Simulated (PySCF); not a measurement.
## How methods differ on the excitation energy of B

B [He] 2s2 2p1 (2P) → B [He] 2s1 2p1 3d1 (high-spin determinant), as a difference of total energies. Computed with PySCF 2.14 in aug-cc-pCVTZ-DK (7s6p4d2f, 59 functions), with the spin-free X2C one-electron Hamiltonian (Gaussian nucleus). Correlated levels: valence: 1s2 frozen; valence and next inner shell: nothing frozen. The calculations carry no spin-orbit coupling.

| method | excitation energy (eV) |
| --- | --- |
| UHF | 10.910 |
| LDA | 11.696 |
| PBE | 11.510 |
| PBE0 | 11.624 |
| r2SCAN | 11.509 |
| PBEsol | 11.480 |
| M06 | 11.580 |
| BP86 | 11.587 |
| B97-3 | 11.743 |
| MP2 (valence) | 11.957 |
| SCS-MP2 (valence) | 12.245 |
| MP2 (valence and next inner shell) | 11.985 |
| SCS-MP2 (valence and next inner shell) | 12.270 |

Q: How much does correlation contribute at MP2 (valence and next inner shell)?

A: 11.985 − (10.910) = 1.075 eV, measured against UHF.

The upper state lies above the first ionisation limit, but in LS coupling its spin forbids autoionisation to the ground ion. A Rydberg-like electron needs more diffuse functions than a valence basis has.

The promoted electron is Rydberg-like, and one or two diffuse shells describe it only roughly, which tends to raise the upper state.

In the upper state the promoted electron has a positive orbital energy at LDA, PBE, PBE0, r2SCAN, PBEsol, M06, BP86, B97-3, so the basis confines it.

The determinant of the upper state mixes LS terms, which raises its energy above the lowest term, most at the Hartree-Fock and MP2 levels.
